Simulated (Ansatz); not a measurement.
Caution, from a PySCF single point (PBE-D3(BJ)/def2-TZVPD) at this geometry: the highest occupied level lies above zero, so the state may not be bound. This singlet is an excited state, 0.09 eV above the relaxed triplet at the level frozen-core CCSD(T)/aug-cc-pVTZ // PBE-D3(BJ)/def2-SVPD (Ansatz, an electronic-structure program).

Species: C2H4B, SMILES `[BH-]C=C` (excited singlet; H–B–C–C torsion 109°) (charge -1, multiplicity 1).

Problem. Give a relaxed geometry from Ansatz with PBE-D3(BJ)/def2-SVPD.

Solution. One answer among several that fit: the end point of this relaxation, one of several conformers (outside a Z-matrix the atoms follow the SMILES, hydrogens last).
Z-matrix (Å, degrees):
```
C
C 1 1.3848
H 2 1.1016 1 122.41
H 2 1.1024 3 116.37 1 -177.87
H 1 1.1311 2 114.79 3 -0.26
B 1 1.4956 5 98.22 2 175.08
H 6 1.2360 1 115.24 5 79.00
```
